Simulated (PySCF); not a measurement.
Sn(Cl)(SH)3 (ClH3S3Sn), SMILES [SH][Sn]([SH])([SH])[Cl].

Geometry optimised at B3LYP-D3(BJ)/def2-SVP. The structure was generated by enumeration; whether it is a known compound was not checked. The def2 effective core potentials stand for the cores of Sn; spin–orbit coupling is left out. Other conformers were not sampled.

Two levels are set side by side: PBE/def2-TZVP (PySCF) and r2SCAN/def2-TZVP (PySCF). Same geometry, gas phase. Differences are taken from unrounded values.

| quantity | r2SCAN |
|---|---|
| orbital gap (eV) | 3.67 |
| highest occupied level (eV) | -7.06 |
| lowest empty level (eV) | -3.39 |
| dipole moment (D) | 2.63 |
| mean polarisability (bohr³) | 114.2 |

Problem. What does PBE give, and how far is it from r2SCAN? (Estimate from the structure and the level; the computed values follow.)

Solution. 
| quantity | PBE | PBE minus r2SCAN |
|---|---|---|
| orbital gap (eV) | 3.23 | -0.44 |
| highest occupied level (eV) | -6.74 | 0.31 |
| lowest empty level (eV) | -3.51 | -0.12 |
| dipole moment (D) | 2.53 | -0.10 |
| mean polarisability (bohr³) | 117.2 | 3.0 |

Rough cost on one machine, each run with all the roots and properties that it gave: r2SCAN against PBE about 3 times.
